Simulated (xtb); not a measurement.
xtb input (GFN-FF):

```bash
xtb mol.xyz --gfnff --opt tight --chrg 1 --uhf 0
```
mol.xyz:
```
2

Ca    -0.00000000    -0.00000000    -0.58396168
F      0.00000000     0.00000000     1.29769263
```

End of the output:

```
         :::::::::::::::::::::::::::::::::::::::::::::::::::::
         ::                     SUMMARY                     ::
         :::::::::::::::::::::::::::::::::::::::::::::::::::::
         :: total energy               1.281045879892 Eh    ::
         :: gradient norm              0.000000007649 Eh/a0 ::
         ::.................................................::
         :: bond energy               -0.057230639969 Eh    ::
         :: angle energy               0.000000000000 Eh    ::
         :: torsion energy             0.000000000000 Eh    ::
         :: repulsion energy           0.000511386112 Eh    ::
         :: electrostat energy         1.338025043152 Eh    ::
         :: dispersion energy         -0.000259909403 Eh    ::
         :: HB energy                  0.000000000000 Eh    ::
         :: XB energy                  0.000000000000 Eh    ::
         :: bonded atm energy          0.000000000000 Eh    ::
         :: external energy            0.000000000000 Eh    ::
         :: add. restraining           0.000000000000 Eh    ::
         :: total charge               1.000000000000 e     ::
         :::::::::::::::::::::::::::::::::::::::::::::::::::::

           -------------------------------------------------
          |                Property Printout                |
           -------------------------------------------------

molecular dipole:
                 x           y           z       tot (Debye)
 q only:        0.000       0.000      -0.661       1.680
           -------------------------------------------------
          |                Geometry Summary                 |
           -------------------------------------------------

      molecular mass/u    :       59.0764257
   center of mass at/Å    :        0.0000000       0.0000000      -0.0114467
  moments of inertia/u·Å² :       -0.5132311E-55   0.5492933E+02   0.5492933E+02
rotational constants/cm⁻¹ :       -0.3284608E+57   0.3068967E+00   0.3068967E+00

optimized geometry written to: xtbopt.xyz

           -------------------------------------------------
          | TOTAL ENERGY                1.281045879892 Eh   |
          | GRADIENT NORM               0.000000007649 Eh/α |
           -------------------------------------------------
########################################################################
[WARNING] Runtime exception occurred
-1- gfnff_setup: Could not read topology file.
########################################################################

------------------------------------------------------------------------
------------------------------------------------------------------------
 total:
 SCF:
 ANC optimizer:
```
